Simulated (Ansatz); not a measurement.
`[SH][SnH]([SH])[SH]`. Total charge 0; spin multiplicity 1. Sn takes the def2 core potential. Geometry: relaxed with PBE0-D4/def2-TZVP. It is one conformer, not always the lowest.

```xyz
8

S     2.082   -0.816    0.144
Sn    0.073    0.148   -0.747
S    -0.371    2.186    0.437
S    -1.737   -1.378   -0.364
H     1.379   -1.749    0.808
H     0.239    0.454   -2.413
H     0.476    1.838    1.421
H    -2.142   -0.684    0.713
```

What is the dipole moment at r2SCAN/def2-TZVPP? (Best estimate.)

The calculation gave: 0.39 D, with components (-0.04, -0.11, 0.37) D in this frame, pointing from negative to positive charge.

And with PBE, B3LYP, ωB97M-V? (Estimate.)

Ansatz gave: PBE 0.39 D, B3LYP 0.35 D, ωB97M-V 0.31 D.

Give the Mulliken charges with r2SCAN, B3LYP, ωB97M-V in def2-TZVPP. (Best estimate.)

Ansatz gave: 
```json
{"atom": "S1", "r2SCAN": "-0.37", "B3LYP": "-0.37", "ωB97M-V": "-0.34"}
{"atom": "Sn2", "r2SCAN": "0.82", "B3LYP": "0.82", "ωB97M-V": "0.65"}
{"atom": "S3", "r2SCAN": "-0.37", "B3LYP": "-0.36", "ωB97M-V": "-0.34"}
{"atom": "S4", "r2SCAN": "-0.37", "B3LYP": "-0.36", "ωB97M-V": "-0.34"}
{"atom": "H5", "r2SCAN": "0.13", "B3LYP": "0.13", "ωB97M-V": "0.14"}
{"atom": "H6", "r2SCAN": "-0.10", "B3LYP": "-0.10", "ωB97M-V": "-0.06"}
{"atom": "H7", "r2SCAN": "0.13", "B3LYP": "0.13", "ωB97M-V": "0.14"}
{"atom": "H8", "r2SCAN": "0.13", "B3LYP": "0.13", "ωB97M-V": "0.14"}
```

B3LYP here is the variant with VWN-RPA as its local correlation; programs differ in this.
